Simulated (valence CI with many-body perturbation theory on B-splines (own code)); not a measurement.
Questions on Nd⁵⁴⁺

Method: relativistic CI+MBPT: four valence electrons over a frozen Dirac-Fock core [He], radial functions for each j: 11 s, 11 p, 9 d, 7 f, 5 g, 2 h, 1 i, with the one-electron correlation potential Σ1 (screened to all orders), the two-electron term Σ2, the three-electron term Σ3, Breit, model QED; selected single and double excitations, second order for the rest (own B-spline code, finite nucleus).

No measured spectrum was set against this ion. As an estimate, large intervals hold to a few tenths of a per cent, small ones and those within an open d or f shell to about a per cent. Among the levels kept, up to 280 cm⁻¹ of a level comes from second order outside the variational space, and about a tenth of that is noise between levels of different J, which matters for small intervals.

Levels are named by their leading jj configuration (3d3/2^4 stands for four electrons in 3d with j = 3/2), which in mixed levels can hold well under half, so a name can repeat and another be missing.

Rates and lifetimes use the calculated energies. Strong lines usually hold to 10 to 20 %, long lifetimes can be off by a factor of two.

Problem. What is the ground level?

Solution. (2s^2 2p1/2^2) J=0, composition 70 % 2s2.2p2 3P + 30 % 2s2.2p2 1S.

Problem. What is the ionisation energy?

Solution. 11385 eV; NIST lists 11384 ± 5 eV (theoretical).

Problem. Name the longest-lived excited levels whose lifetime is computed, and their main decay.

Solution. (2s^2 2p1/2 2p3/2) J=2 at 40.81 Ry lives 467 ns, mostly by E2 to (2s^2 2p1/2^2) J=0; (2s^2 2p1/2 2p3/2) J=1 at 39.57 Ry lives 999 ps, mostly by M1 to (2s^2 2p1/2^2) J=0.

Problem. How well does LS coupling describe the low levels?

Solution. Among the lowest 20 levels the leading LS term, summed over configurations, holds 67 % on average. For single configurations the figures are 66 % in LS and 99 % in jj coupling. Terms mix most in the J = 1 level at 60.58 Ry, where the leading one holds 34 %.

Problem. Among levels below 555.34 Ry, which E1 lines absorb most strongly from the ground level?

Solution. to (2s^2 2p1/2 3d3/2) J=1 at 0.1845 nm, f = 0.983; to (2s 2p1/2^2 3p1/2) J=1 at 0.1859 nm, f = 0.487; to (2s 2p1/2^2 3p3/2) J=1 at 0.1811 nm, f = 0.352.
